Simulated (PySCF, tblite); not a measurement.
A database entry of computed molecular properties. Lists by class give the value and the number of equivalent atoms.

```json
{
 "formula": "C6H7F2",
 "smiles": "C=C=C[C@H](C)[C](F)F",
 "charge": 0,
 "multiplicity": 2,
 "geometry_level": "GFN2-xTB",
 "atoms_angstrom": [
  ["C", 2.883, -0.575, 0.141],
  ["C", 1.66, -0.267, 0.431],
  ["C", 0.426, 0.053, 0.671],
  ["C", -0.631, 0.134, -0.421],
  ["C", -1.498, 1.379, -0.255],
  ["C", -1.45, -1.107, -0.335],
  ["F", -0.889, -2.26, -0.736],
  ["F", -2.143, -1.333, 0.794],
  ["H", 3.217, -1.6, 0.131],
  ["H", 3.624, 0.176, -0.08],
  ["H", 0.065, 0.22, 1.676],
  ["H", -0.141, 0.131, -1.399],
  ["H", -2.239, 1.433, -1.049],
  ["H", -2.015, 1.355, 0.701],
  ["H", -0.875, 2.269, -0.293]
 ],
 "electronic_structure_code": "PySCF",
 "results": {
  "GFN2-xTB geometry": {
   "point_group": "C1",
   "rotational_constants_GHz": [2.792, 1.41, 1.097]
  },
  "GFN2-xTB harmonic vibrations, gas phase": {
   "strongest_ir_bands_cm-1_km_per_mol_modes": [
    [1020.7, 68.2, 1],
    [1099.4, 34.3, 1],
    [1133.3, 136.3, 1],
    [1222.4, 63.0, 1],
    [1231.9, 118.9, 1],
    [2062.5, 139.9, 1]
   ],
   "zpe_kcal_per_mol": 68.7
  },
  "UKS B3LYP, pcH-1 on C F H, non-relativistic, mean-field spin-orbit, GIAO": {
   "g_iso": 2.0037,
   "g_tensor": [2.00191, 2.00449, 2.00471],
   "s2": 0.753,
   "a_iso_by_class_MHz": [
    ["13C", 354.8, 1],
    ["19F", 230.6, 2],
    ["13C", 43.4, 1],
    ["13C", 26.2, 1],
    ["13C", 11.4, 1]
   ],
   "spin_populations_mulliken_by_atom": [0.02, 0.03, 0.03, -0.03, 0.0, 0.84, 0.06, 0.06, 0.0, 0.0, 0.0, 0.0, 0.0, 0.0, 0.0]
  }
 }
}
```

At 9.50 GHz, hν = g·μB·B₀ (B₀ the magnetic field) puts the centre of the isotropic spectrum, to first order, at 338.7 mT. g_iso is shifted by about +1390 ppm from the free-electron value 2.002319; the principal values span 0.0028. ⟨S²⟩ is 0.003 above the pure-spin value S(S + 1) = 0.75.

One conformer (not necessarily the lowest) at the GFN2-xTB geometry, without solvent or vibrations. In GFN2-xTB open shells enter through the occupations alone, without spin polarisation, so single modes can be far off. Hyperfine couplings depend on the geometry, which wasn't re-optimised at a DFT level. Couplings of like nuclei are plain means over topologically equivalent atoms, as if these changed places fast (by rotation of a methyl-like group, say); in this geometry the members of some sets differ.

The values belong to the conformer `[CH2:1]=[C:2]=[CH:3][C@H:4]([CH3:5])[C:6]([F:7])[F:8]`: C2–C3–C4–C5 -136°, C3–C4–C6–F7 -72°.
